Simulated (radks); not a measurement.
The numbers below are computed, except where a source is named.
How relativity changes the ionisation of the gold ion Au2+ ([Xe] 4f14 5d9) to Au3+ ([Xe] 4f14 5d8). Spin-unpolarised spherical Kohn-Sham, LDA (Slater exchange, Perdew-Wang correlation), point nucleus unless stated (finite: rms radius 5.4371 fm), a radial shooting solver on a logarithmic mesh with Libxc functionals. A level marked "c x" has the speed of light scaled by that factor and shares open shells by 2j + 1; other Dirac levels either fill j = l - 1/2 first or share by 2j + 1.

level                               E(Au2+) (hartree)  E(Au3+) (hartree)  IE (eV)   HOMO  <r> HOMO (bohr)
non-rel.                                  -17859.6645        -17858.3761   35.059     5d            1.475
scalar-rel.                               -19000.2156        -18998.9599   34.171     5d            1.498
scalar-rel., finite nucleus               -18995.9808        -18994.7250   34.172     5d            1.498
Dirac, 2j+1 shares                        -19036.3871        -19035.1313   34.173  5d5/2            1.522
Dirac, low j first                        -19036.4123        -19035.1860   33.371  5d5/2            1.523
Dirac, 2j+1 shares, finite nucleus        -19032.1035        -19030.8477   34.174  5d5/2            1.522
Dirac, c x 0.75                           -20393.2337        -20391.9991   33.595  5d5/2            1.563
Dirac, c x 3                              -17971.0636        -17969.7791   34.953  5d5/2            1.480
Dirac, c x 10                             -17869.5339        -17868.2459   35.049  5d5/2            1.475

NIST Atomic Spectra Database: 30 eV (theoretical). The relativistic part of the total energy of Au2+ is -1172 hartree (Dirac, 2j+1 shares, finite nucleus), 6.6 % of the non-relativistic value. Spin polarisation and multiplet splitting of open shells are left out at every level.

Beside tabulated values, note that relativity, absent from the non-relativistic runs, is large for the heavy elements, and spin-unpolarised runs miss the spin-polarisation part of the exchange energy of open shells.
